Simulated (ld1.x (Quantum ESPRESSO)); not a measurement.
Cutoff test, thallium, PAW

```json
{
  "Element": "thallium",
  "Generator": "ld1.x (Quantum ESPRESSO) 7.5",
  "Type": "PAW",
  "Functional": "PBE",
  "Relativity": "scalar-relativistic",
  "Frozen core": "[Xe] 4f14",
  "Valence charge": "13",
  "Reference configuration": "5d10 6s2 6p1",
  "Partial waves": "6s (bound): rcut 1.85, rcutus 2.00 bohr; 6s channel at 0.05 Ry: rcut 1.85, rcutus 2.00 bohr; 6p (bound): rcut 2.20, rcutus 2.45 bohr; 6p channel at 2.25 Ry: rcut 2.20, rcutus 2.45 bohr; 5d (bound): rcut 1.25, rcutus 1.45 bohr; 5d channel at 2.6 Ry: rcut 1.25, rcutus 1.45 bohr",
  "Local potential": "all-electron potential smoothed inside 2.40 bohr (lloc = -1)",
  "Core correction": "Bessel-smoothed model core inside 1.10 bohr",
  "Augmentation charge": "PSQ, inside the norm-conserving radii"
}
```

The pseudo-atom Hamiltonian at the reference potential is diagonalised in spherical Bessel functions j_l(qr) that vanish at 20 bohr, with q² up to the cutoff. All-electron valence levels (Ry): 6s -0.7016, 6p -0.1742, 5d -1.1382.

Task: How do the lowest levels (Ry) of each channel move with the cutoff, and are there ghosts?

Result:

```json
{"cutoff (Ry)": "8", "s #1": "-0.6992", "p #1": "-0.1744", "p #2": "0.0235", "d #1": "-0.0781", "d #2": "0.0535", "f #1": "0.0972", "Σ f·Δε (mRy)": "10608.8"}
{"cutoff (Ry)": "12", "s #1": "-0.7017", "p #1": "-0.1745", "p #2": "0.0235", "d #1": "-0.3432", "d #2": "0.0464", "f #1": "0.0972", "Σ f·Δε (mRy)": "7952.3"}
{"cutoff (Ry)": "18", "s #1": "-0.7019", "p #1": "-0.1745", "p #2": "0.0235", "d #1": "-0.7175", "d #2": "0.0439", "f #1": "0.0972", "Σ f·Δε (mRy)": "4209.0"}
{"cutoff (Ry)": "21", "s #1": "-0.7020", "p #1": "-0.1745", "p #2": "0.0235", "d #1": "-0.8414", "d #2": "0.0434", "f #1": "0.0972", "Σ f·Δε (mRy)": "2969.5"}
{"cutoff (Ry)": "30", "s #1": "-0.7020", "p #1": "-0.1745", "p #2": "0.0235", "d #1": "-1.0472", "d #2": "0.0428", "f #1": "0.0972", "Σ f·Δε (mRy)": "911.3"}
{"cutoff (Ry)": "40", "s #1": "-0.7021", "p #1": "-0.1745", "p #2": "0.0235", "d #1": "-1.1289", "d #2": "0.0425", "f #1": "0.0972", "Σ f·Δε (mRy)": "94.3"}
{"cutoff (Ry)": "50", "s #1": "-0.7021", "p #1": "-0.1745", "p #2": "0.0235", "d #1": "-1.1375", "d #2": "0.0425", "f #1": "0.0972", "Σ f·Δε (mRy)": "8.9"}
{"cutoff (Ry)": "60", "s #1": "-0.7021", "p #1": "-0.1745", "p #2": "0.0235", "d #1": "-1.1376", "d #2": "0.0425", "f #1": "0.0972", "Σ f·Δε (mRy)": "7.2"}
{"cutoff (Ry)": "70", "s #1": "-0.7021", "p #1": "-0.1745", "p #2": "0.0235", "d #1": "-1.1379", "d #2": "0.0425", "f #1": "0.0972", "Σ f·Δε (mRy)": "4.6"}
{"cutoff (Ry)": "90", "s #1": "-0.7021", "p #1": "-0.1745", "p #2": "0.0235", "d #1": "-1.1383", "d #2": "0.0425", "f #1": "0.0972", "Σ f·Δε (mRy)": "0.9"}
{"cutoff (Ry)": "110", "s #1": "-0.7021", "p #1": "-0.1745", "p #2": "0.0235", "d #1": "-1.1383", "d #2": "0.0425", "f #1": "0.0972", "Σ f·Δε (mRy)": "0.8"}
{"cutoff (Ry)": "400", "s #1": "-0.7021", "p #1": "-0.1745", "p #2": "0.0235", "d #1": "-1.1383", "d #2": "0.0425", "f #1": "0.0972", "Σ f·Δε (mRy)": "0.0"}
```

Result: no extra level below or beside the all-electron valence levels (s, p, d, f tested); 10 mRy is reached at 50 Ry and 1 mRy at 90 Ry.
